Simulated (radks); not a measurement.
Excited configurations of neutral praseodymium: one electron is placed in a higher orbital outside [Xe] 4f3 6s1. The ground configuration is [Xe] 4f3 6s2. Method: Dirac Kohn-Sham, BLYP, spin-unpolarised, spherical densities, finite nucleus; open shells fill j = l - 1/2 first; Fermi nuclear charge, rms radius 4.8919 fm; computed with a radial shooting solver on a logarithmic mesh with Libxc functionals. Excitation = E - E(ground); binding = E(ion) - E, where the ion is the core of charge +1; n* = 1/sqrt(2 binding) in atomic units, and the quantum defect is n - n*.

[
 {"outer orbital": "5d3/2", "excitation (eV)": "1.518", "binding (eV)": "4.125", "quantum defect": "3.184", "<r> (bohr)": "3.625"},
 {"outer orbital": "6p1/2", "excitation (eV)": "2.186", "binding (eV)": "3.458", "quantum defect": "4.016", "<r> (bohr)": "5.825"},
 {"outer orbital": "6d3/2", "excitation (eV)": "4.260", "binding (eV)": "1.384", "quantum defect": "2.864", "<r> (bohr)": "11.76"},
 {"outer orbital": "7f5/2", "excitation (eV)": "5.125", "binding (eV)": "0.519", "quantum defect": "1.879", "<r> (bohr)": "42.81"}
]

The Delta-SCF ionisation energy is 5.644 eV (NIST Atomic Spectra Database: 5.470 eV, semi-empirical). Self-interaction in the functional shifts the binding energies and quantum defects, so they are the method's values and not measured ones. Spin polarisation and multiplet splitting are left out, so open shells lie too high by an amount that depends on their filling.

Beside tabulated values, note that spin-unpolarised runs miss the spin-polarisation part of the exchange energy of open shells.
